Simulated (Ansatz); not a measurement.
Gas-phase electronic energies from Ansatz, PBE0-D4/def2-TZVP geometries. CCSD(T)/CBS adds triple-zeta CCSD(T) − MP2 to the extrapolated MP2 energy (def2 sets, frozen cores). This one scheme is used for every species. DFT in def2-TZVPP. For Ga outer-core shells are correlated without core-valence functions, which leaves a few kJ/mol of doubt a bond. Scalar relativity is left out up to krypton. One conformer a species, not always the lowest.

Reaction (formal exchange of groups at a C–Ga bond): `CB[CH2][GaH2]` + fluoromethane → `CBCCF` + `[GaH3]`

CCSD(T)/CBS gives +57.9 kJ/mol.

Q: Another level gave +52.7 kJ/mol. Which?
A. MP2/def2-TZVPP
B. ωB97X-V/def2-TZVPP
C. HF/def2-TZVPP
D. B2PLYP/def2-TZVPP

A: D. B2PLYP 52.7, HF/def2-TZVPP 38.6, ωB97X-V 43.7, MP2/def2-TZVPP 61.5 kJ/mol.

Largest T1 diagnostic among the species: 0.013.

In def2-TZVPP, CCSD(T) changes the Hartree–Fock value by +16.8 kJ/mol (the triples alone add +2.7 kJ/mol) and MP2 by +22.9 kJ/mol. The D4 term adds +3.0 kJ/mol with B3LYP and +1.6 kJ/mol with PBE0; it sums over pairs of atoms, weighted by their polarisabilities, and B3LYP, whose exchange is more repulsive, gets the larger term.

B3LYP here is the variant with VWN-RPA as its local correlation; programs differ in this.
